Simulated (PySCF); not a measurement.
Predicted microwave data (PySCF 2.14.0, PBE0-D3(BJ)/def2-SVP geometry optimisation, gas phase) for one isomer of C10H14:

```
Rotational constants : A = 2376, B = 1085, C = 1076 MHz
Dipole components    : |μa| = 0.84 D, |μb| = 0.01 D, |μc| = 0.08 D
Inertial defect      : -209.07 u·Å²
κ                    : -0.99
```

Question: Which candidate fits, each taken in the one conformer that was computed?
A. `[CH3:1][C:2]#[C:3][C:4]1=[C:5]([CH3:6])[CH2:7][CH2:8][CH2:9][CH2:10]1` with C4–C5–C7–C8 -15°, C5–C7–C8–C9 45°, C7–C8–C9–C10 -61°, C8–C9–C10–C4 46°
B. `C#C[C@@]12CCC[C@@H](CC1)C2`
C. `[CH:1]#[C:2]/[C:3]([CH3:4])=[CH:5]\[C:6](=[CH2:7])[CH2:8][CH2:9][CH3:10]` with C3–C5–C6–C7 175°, C5–C6–C8–C9 -75°, C6–C8–C9–C10 177°
D. `[CH3:1]/[CH:2]=[CH:3]/[CH:4]=[CH:5]\[C:6]#[C:7][CH:8]([CH3:9])[CH3:10]` with C2–C3–C4–C5 180°
E. `C#C[C@@H]1C[C@H]2CC[C@@H]1CC2`
F. `[CH3:1][CH2:2][c:3]1[cH:4][cH:5][c:6]([CH2:7][CH3:8])[cH:9][cH:10]1` with C1–C2–C3–C4 91°, C5–C6–C7–C8 88°

Answer: E. It is C#C[C@@H]1C[C@H]2CC[C@@H]1CC2, a near-prolate asymmetric top, point group C1. The candidates at the same level (rigid rotor, commonest isotopes):

```
                       SMILES  A (MHz)  B (MHz)  C (MHz)  μa (D)  μb (D)  μc (D)  Δ (u·Å²)  point group                        rotor
   C#C[C@@]12CCC[C@@H](CC1)C2     2403     1151     1012    0.92    0.06    0.05   -150.15           C1               asymmetric top
           C/C=C/C=C\C#CC(C)C     2136    513.6    426.6    0.19    0.88    0.04    -36.00           C1               asymmetric top
C#C[C@@H]1C[C@H]2CC[C@@H]1CC2     2376     1085     1076    0.84    0.01    0.08   -209.07           C1  near-prolate asymmetric top
               CCc1ccc(CC)cc1     3886    655.5    610.1    0.00    0.01    0.00    -72.56            –  near-prolate asymmetric top
             CC#CC1=C(C)CCCC1     2436    772.6    606.1    0.03    0.15    0.00    -27.73           C1               asymmetric top
          C#C/C(C)=C\C(=C)CCC     1498     1067    674.6    0.25    0.06    0.15    -61.79           C1               asymmetric top
```

`C#C/C(C)=C\C(=C)CCC` has C 37 % too low; `CC#CC1=C(C)CCCC1` has C 44 % too low; `CCc1ccc(CC)cc1` has A 64 % too high; `C#C[C@@]12CCC[C@@H](CC1)C2` has B 6 % too high; `C/C=C/C=C\C#CC(C)C` has C 60 % too low. No structure here is proved a minimum.
